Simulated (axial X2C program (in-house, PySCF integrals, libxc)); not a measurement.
## CoB⁻: from the spin-free to the two-component result

Computed with an in-house all-electron X2C program for linear molecules (integrals from PySCF). Spin-free means the one-electron spin-free X2C Hamiltonian; two-component (2c) means X2C with spin–orbit coupling and atomic mean-field two-electron Coulomb and Gaunt terms, so the difference of the two also holds small scalar two-electron terms. Basis: Co dyall-acv3z [10s11p7d4f2g], B dyall-av3z [8s7p3d2f] (cores contracted in-house); Gaussian nuclei, density fitting, unrestricted open shells. Masses: Co 58.933 u, B 11.009 u.

Spin-free state: M_S = 1/2, Λ = 2 (beyond evenly filled blocks: δ+α, δ+β, δ-α); fragments Co- + B for PBE0, CCSD(T), B3LYP; Co + B- for CCSD.

```json
{"level": "PBE0", "Re (Å)": "1.751", "ωe (cm⁻¹)": "626.5", "De (eV)": "3.037", "μ (D)": "-1.64"}
{"level": "CCSD", "Re (Å)": "1.764", "ωe (cm⁻¹)": "579.5", "De (eV)": "n/a", "μ (D)": "n/a"}
{"level": "CCSD(T)", "Re (Å)": "1.735", "ωe (cm⁻¹)": "618.7", "De (eV)": "n/a", "μ (D)": "n/a"}
{"level": "B3LYP", "Re (Å)": "1.724", "ωe (cm⁻¹)": "683.9", "De (eV)": "2.946", "μ (D)": "-1.43"}
```

Correlated methods: 13 electrons correlated (number of frozen shells: Co 3 s, 2 p; B 1 s), 291 virtual spin orbitals or spinors in MP2, 90 natural virtuals in coupled cluster.

Dipoles are positive if B is the positive end and refer to the centre of mass.

**Question.** Within this multiplet, which Ω should lie lowest by the rule for regular and inverted multiplets?

**Answer.** The open δ shell holds three electrons, one hole, so the multiplet is inverted: Ω = Λ + 1/2 = 5/2. The PBE0 2c search agrees.

Two-component determinant lowest at the distance of the search:

Ω = 5/2 (⟨Sz⟩ = 0.50, ⟨Lz⟩ = 2.00 at HF); fragments Co- + B for PBE0, CCSD(T), B3LYP; Co + B- for CCSD.

```json
{"level": "PBE0", "Re (Å)": "1.750", "ωe (cm⁻¹)": "625.2", "μ (D)": "-1.64"}
{"level": "CCSD", "Re (Å)": "1.764", "ωe (cm⁻¹)": "580.3", "μ (D)": "n/a"}
{"level": "CCSD(T)", "Re (Å)": "1.735", "ωe (cm⁻¹)": "619.0", "μ (D)": "n/a"}
{"level": "B3LYP", "Re (Å)": "1.723", "ωe (cm⁻¹)": "683.1", "μ (D)": "-1.42"}
```

**Question.** From the two tables, how do the constants change at the CCSD(T) level (2c against spin-free)?

**Answer.** At the CCSD(T) level Re is unchanged within 0.001 Å and ωe goes up by 0.3 cm⁻¹.

The state is a single determinant with fixed occupations, the lowest that a limited PBE0 search found. De is counted from the lowest determinant-based energies of the atoms at the same level, without counterpoise correction. De is not given where an atomic determinant may have missed its ground term or J level, or where the truncated virtual space spoils (T). Density functionals use the spin component along the axis (collinear). Coupled cluster ran in a truncated set of natural virtual spinors; the MP2 energy of the rest was added. (T) has no such correction and the atoms are truncated less, which lowers De at CCSD(T) by a hundredth of an eV or more. The functionals have no current-density term, which raises determinants with orbital currents, atoms included. The highest occupied level of some functionals is positive through self-interaction error; at Hartree–Fock it is bound. The determinant is spin-polarised beyond a pure state at some levels (its spin-free form has ⟨S²⟩ too high), which makes Re and μ there less reliable. The T1 diagnostic is large, a sign of multireference character.
